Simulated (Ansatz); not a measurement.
Isomers of C₃H₇NOSi, relaxed with PBE0-D4/def2-TZVP in Ansatz; electronic energies, one conformer each and not always the lowest. Functionals use def2-TZVPP; CBS adds triple-zeta CCSD(T) − MP2 to the MP2 limit of def2-TZVPP and def2-QZVPP.

(1) Order them by energy at frozen-core CCSD(T)/CBS, lowest first. (An estimate is asked.)
A. `C[SiH2]C1N=CO1`
B. `C=C1O[SiH2]C1N`
C. `COC1=N[SiH]1C`
D. `C=C1O[Si]1(C)N`

(2) How do PBE0-D4, r2SCAN-D4, MP2/CBS(def2), B2PLYP place them (kcal/mol, against `C=C1O[Si]1(C)N`)? (Estimate.)

Results:

(1) D (0.0 kcal/mol), B (25.5 kcal/mol), C (41.0 kcal/mol), A (48.6 kcal/mol).

(2) The calculation gave: 
```
          isomer  PBE0-D4  r2SCAN-D4  MP2/CBS(def2)  B2PLYP
`C=C1O[SiH2]C1N`     23.7       27.4           27.1    26.3
`C[SiH2]C1N=CO1`     46.5       49.7           51.0    48.8
 `COC1=N[SiH]1C`     38.7       40.1           42.3    39.6
```
